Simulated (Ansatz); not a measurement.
Input and output for C₂H₅FGa (`[CH2][Ga]([CH3])[F]`) radical.

```yaml
crystal:
  periodic: [false, false, false]
  atoms:
    - {symbol: C, position_ang: [-1.145911, 1.625748, -0.048996]}
    - {symbol: Ga, position_ang: [-0.469060, -0.161372, 0.179024]}
    - {symbol: C, position_ang: [1.261022, -0.999770, -0.137827]}
    - {symbol: F, position_ang: [-1.701209, -1.262167, 0.816003]}
    - {symbol: H, position_ang: [-0.551936, 2.452607, -0.427680]}
    - {symbol: H, position_ang: [-2.171549, 1.884417, 0.197508]}
    - {symbol: H, position_ang: [1.139342, -1.841620, -0.822544]}
    - {symbol: H, position_ang: [1.652524, -1.395022, 0.801996]}
    - {symbol: H, position_ang: [1.986766, -0.302810, -0.557475]}
basis:
  gaussian: {orbitals: def2-TZVPP, fitting: {mean_field: def2-universal-jkfit}}
total_charge: -1
hamiltonian: {xc: {name: LC-wPBE}}
```

```sh
$ ansatz run in.yaml --threads 4 --pin off --events-out ev --progress --plain --max-ram 10444MiB
```

Shortened log:

```
Functional definition: LC-wPBE
583 factors; integrals over basis functions are off by at most 1.6e0 eV
583 factors; integrals over basis functions are off by at most 3.6e-5 eV
mean field evaluation 1: about -57238.5736 eV, gradient 5.1e1 eV
mean field evaluation 2: about -57238.7293 eV, gradient 5.5e1 eV
mean field evaluation 4: about -57243.8902 eV, gradient 2.2e0 eV
mean field evaluation 8: about -57243.9092 eV, gradient 8.7e-2 eV
mean field evaluation 16: about -57243.9093 eV, gradient 5.4e-5 eV
mean field -57243.90927930 eV, -2103.6748646989 hartree, gradient 5.4e-5 eV, S^2 0.000000; 0 other end points of the search recorded, 0 dependent functions left out
reference -57243.90927931 eV, -2103.6748646991 hartree; 29, 29 occupied and 182, 182 virtual orbitals, 583 factors
Total energy: -57243.90927931 eV, -2103.6748646991 hartree
```

Hardware: 4 threads of an Arm Neoverse V1 on a shared host. Wall time 1.8 s, peak host memory 0.43 GiB.
